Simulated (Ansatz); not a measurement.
Cr(NH)2(OH)2 (CrN₂O₂H₄), relaxed as a singlet with RKS B3LYP-D4/def2-SVP in Ansatz, starting from the GFN2-xTB geometry. Force threshold 0.02 eV/Å.

The restricted singlet is unstable towards broken spin symmetry in Hartree–Fock (as tested in another run); at B3LYP-D4/def2-SVP this wasn't settled. Another isomer (singlet) lies 1.18 eV lower at PBE0-D4/def2-TZVP; other spin states weren't run for this one.

Start:

```xyz
9

Cr   -0.066   -0.051   -0.030
N    -0.025    0.712    1.421
N     1.311    0.274   -0.858
O    -1.402    0.556   -0.930
O    -0.149   -1.749    0.249
H     0.172    1.244    2.256
H     2.203    0.579   -1.218
H    -2.049    1.094   -1.386
H     0.004   -2.660    0.495
```

```csv
step,energy (eV),largest force component (eV/Å),SCF passes
1,-35550.9167,2.675,49
2,-35551.0792,1.459,39
3,-35551.3023,2.328,37
4,-35551.5300,1.794,37
5,-35551.6319,2.111,37
6,-35551.7390,0.453,45
7,-35551.7878,0.353,39
8 (rejected),-35551.7711,1.871,44
9,-35551.8566,0.348,37
10,-35551.9012,0.357,38
11,-35551.9614,0.320,38
12,-35551.9848,0.337,38
13,-35552.0189,0.238,45
14,-35552.0192,0.295,40
15,-35552.0257,0.025,39
16,-35552.0258,0.014,32
```

Force components are those of the run's own axes.

End:

Cartesian coordinates in Å:
```
Cr -0.089 -0.068 -0.039
N -0.146 0.851 1.267
N 1.338 0.065 -0.746
O -1.305 0.459 -1.210
O -0.359 -1.738 0.481
H 0.311 1.538 1.872
H 2.284 0.454 -0.734
H -2.095 0.812 -0.773
H 0.062 -2.374 -0.118
```

By distances, no bond broke or formed. The bond that changes most is Cr1–O5, from 1.72 to 1.77 Å (atoms count from 1).

No frequencies were taken in this run, so the end may be a saddle point.

Hardware: 2 threads of Arm Neoverse V1 on a shared host. Wall time 64 s.
